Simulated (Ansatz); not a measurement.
Cost and result for the atomization energy of `[SiH3]C[Te][SiH3]` (12 atoms, 11 bonds).

Cartesian coordinates in Å:
```
Si 1.014 -1.147 -0.906
C 0.381 -1.150 0.852
Te -1.666 -0.464 0.973
Si -1.211 1.862 0.205
H 0.956 0.234 -1.453
H 2.429 -1.613 -0.960
H 0.175 -2.040 -1.745
H 0.353 -2.162 1.262
H 0.978 -0.532 1.523
H -1.137 2.007 -1.270
H 0.069 2.323 0.803
H -2.340 2.682 0.715
```

The species carries charge 0 and has multiplicity 1. Correlated methods include outer-core shells of Te, which these sets cover unevenly. Te: def2 effective core potential. The geometry is a stationary point of PBE0-D4/def2-TZVP. It is one conformer, not always the lowest. Program: Ansatz. All runs use 4 threads of an AMD EPYC 7B13 on a shared host. Times are those of one run each, without the atoms' runs, and a repeat can differ threefold. Electronic energies, without spin–orbit coupling; frozen cores. CCSD(T)/CBS adds CCSD(T) − MP2 in def2-TZVPP to the MP2 limit, and its time is that of the two runs behind it. T1 = 0.011. With those shells the extrapolation isn't a true limit. HSE06 is the plane-wave form, built on full-range PBE exchange.

CCSD(T)/CBS is a level of theory with its own doubt, some kJ/mol a heavy atom from the limit and from the frozen cores, so smaller differences don't rank the functionals.

| level | functions | wall time | atomization (kJ/mol) | difference from CCSD(T)/CBS | per bond |
| --- | --- | --- | --- | --- | --- |
| LDA (SPW92)/def2-TZVPP | 277 | 1.4 s | 4066.1 | 387.3 | 35.2 |
| revPBE-D4/def2-TZVPP | 277 | 2.3 s | 3588.3 | -90.5 | -8.2 |
| PBE-D4/def2-TZVPP (with forces) | 277 | 2.6 s | 3642.9 | -35.9 | -3.3 |
| HSE06-D4/def2-TZVPP | 277 | 3.7 s | 3627.1 | -51.7 | -4.7 |
| BHLYP-D4/def2-TZVPP | 277 | 3.8 s | 3607.8 | -71.0 | -6.5 |
| CAM-B3LYP-D4/def2-TZVPP | 277 | 4.1 s | 3654.0 | -24.8 | -2.3 |
| B2PLYP/def2-TZVPP | 277 | 7 s | 3597.1 | -81.7 | -7.4 |
| CCSD(T)/def2-SVP | 116 | 7 s | 3410.6 | -268.2 | -24.4 |
| B97M-V/def2-TZVPP | 277 | 8 s | 3662.0 | -16.8 | -1.5 |
| ωB97X-V/def2-TZVPP | 277 | 8 s | 3679.1 | 0.3 | 0.0 |
| MP2/def2-QZVPP | 519 | 23 s | 3622.7 | -56.1 | -5.1 |
| CCSD(T)/def2-TZVPP | 277 | 3.4 min | 3572.2 | -106.6 | -9.7 |
| CCSD(T)/CBS(def2) | – | 3.7 min | 3678.8 | 0.0 | 0.0 |

From r2SCAN to r2SCAN0 (25 % exact exchange), in def2-TZVPP and without D4, the atomization energy moves by −26.5 kJ/mol: exact exchange takes away binding that semilocal exchange gives to molecules. Leaving LDA and LC-ωPBE aside and taking each functional with its dispersion term where it has one, the values spread over 90.9 kJ/mol, from revPBE-D4 to ωB97X-V. LDA lies +456.6 kJ/mol from PBE without D4, its usual overbinding. In def2-TZVPP, CCSD(T) changes the Hartree–Fock value by +843.9 kJ/mol (the triples alone add +43.3 kJ/mol) and MP2 by +831.2 kJ/mol; breaking electron pairs costs correlation energy, which Hartree–Fock lacks.

Spin–orbit coupling would lower the free Te atoms strongly, and the atomization energy with them, by more than many differences here.
